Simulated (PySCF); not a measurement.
CHBr₂F, SMILES BrC(F)Br. Heavy atoms are numbered as in [F:1][CH:2]([Br:3])[Br:4]. Hydrogens are named by the atom that carries them.

Coordinates come from a PBE0-D3(BJ)/def2-SVP optimisation.

Method: HF/pcSseg-1 (PySCF).

GIAO shieldings, no solvent; atoms alike by connectivity are averaged. δ = σ(ref) − σ: ¹⁹F against CFCl3 (σ = 238.5 ppm); ¹³C against TMS (σ = 192.6 ppm); ¹H against TMS (σ = 31.99 ppm), references at their B3LYP-D3(BJ)/def2-TZVP geometries, non-relativistic (without spin–orbit terms, shifts of atoms bonded to Cl or Br come out too high).

```json
[
 {"atoms": "F1", "nucleus": "¹⁹F", "count": "1", "δ (ppm)": "-88.6"},
 {"atoms": "C2 (CH)", "nucleus": "¹³C", "count": "1", "δ (ppm)": "102.0"},
 {"atoms": "H on C2", "nucleus": "¹H", "count": "1", "δ (ppm)": "?"}
]
```

**Question.** What belongs in the gaps? (An estimate is asked for; the answer gives what the named calculation found.)

**Answer.** 
- H on C2, δ (ppm): 7.49
